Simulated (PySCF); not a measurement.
Si(NCO)2Me2, C4H6N2O2Si.
SMILES: `C[Si](C)(N=C=O)N=C=O`

The closed-shell ground state was solved at several levels (PySCF, density fitting, gas phase, non-relativistic). Isolated species at its PBE0-D3(BJ)/def2-SVP geometry, gas phase.

| level | basis functions | total energy (Eh) | HOMO (eV) | LUMO (eV) | gap (eV) | dipole (D) |
| --- | --- | --- | --- | --- | --- | --- |
| wB97X-D/pcSseg-1 | 190 | -705.4150 | -10.29 | 2.32 | 12.61 | 3.47 |
| PBE0/def2-SVPD | 238 | -704.6490 | -8.46 | -0.01 | 8.45 | 3.60 |

(1) What might PBE0/pcSseg-1 (190 basis functions) give for the same quantities?

(2) Over all these levels, which gives the widest orbital gap and which the narrowest?

(3) How far do the dipole and the HOMO energy spread over the levels?

## Answers

(1) Total energy -704.9737 Eh, HOMO -8.43 eV, LUMO 0.52 eV, gap 8.95 eV, dipole 3.45 D.

(2) wB97X-D/pcSseg-1 (range-separated hybrid) has the widest, 12.61 eV, and PBE0/def2-SVPD (global hybrid, 25 % exact exchange) the narrowest, 8.45 eV. Functional and basis both differ between the two, so the spread mixes both effects.

(3) The dipole runs from 3.45 to 3.60 D (mean 3.50 D) and the HOMO from -10.29 to -8.43 eV.

The pairwise dispersion term of wB97X-D wasn't added to the energies; at a given geometry it leaves orbitals and properties as they are.
